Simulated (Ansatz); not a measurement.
GeH5Sn (`[GeH3][SnH2]`) radical. The species carries charge 0 and has multiplicity 2. Sn: def2 effective core potential.

Cartesian coordinates in Å:
```
Ge 0.875 -0.217 0.616
Sn -1.485 0.053 -0.462
H 0.892 0.453 1.999
H 1.193 -1.711 0.788
H 1.974 0.423 -0.254
H -1.560 -0.710 -2.001
H -1.889 1.709 -0.685
```

Problem. What are the harmonic wavenumbers in cm⁻¹ at PBE0-D4/def2-TZVP (Ansatz, finite differences of forces, unscaled)? (An estimate is asked.)

Solution. The calculation gave: 83, 214, 325, 356, 503, 512, 689, 785, 877, 880, 1868, 1891, 2125, 2151, 2158.

Problem. Is this a minimum?

Solution. Yes, all 15 modes are real.

Problem. Give the ideal-gas thermochemistry at 298.15 K and 1 bar (rigid rotor, harmonic oscillator; point group Cs, symmetry number 1).

Solution. Zero-point energy 92.2 kJ/mol; H(298) − E = 109.5 kJ/mol; entropy 330.8 J/(mol·K), of which translation 174.7, rotation 106.9, vibration 43.5, electronic 5.8; G(298) − E = 10.9 kJ/mol. Modes under 100 cm⁻¹ are hindered rotations or soft bends, so the harmonic entropy is rough.
